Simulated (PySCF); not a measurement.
Excitations are Tamm–Dancoff values on a coarser integration grid. The basis has no diffuse functions, so Rydberg states are missing or too high.

Species: BBr3, SMILES `BrB(Br)Br` (charge 0, multiplicity 1).

Estimate the HOMO–LUMO gap, S1–T1 gap (TDA) and S1 excitation (TDA) that PBE0-D3(BJ)/def2-TZVP (PySCF) returns for this input.


```
Quantity              Result
-------------------  -------
HOMO–LUMO gap        6.21 eV
S1–T1 gap (TDA)      0.17 eV
S1 excitation (TDA)  4.70 eV
```
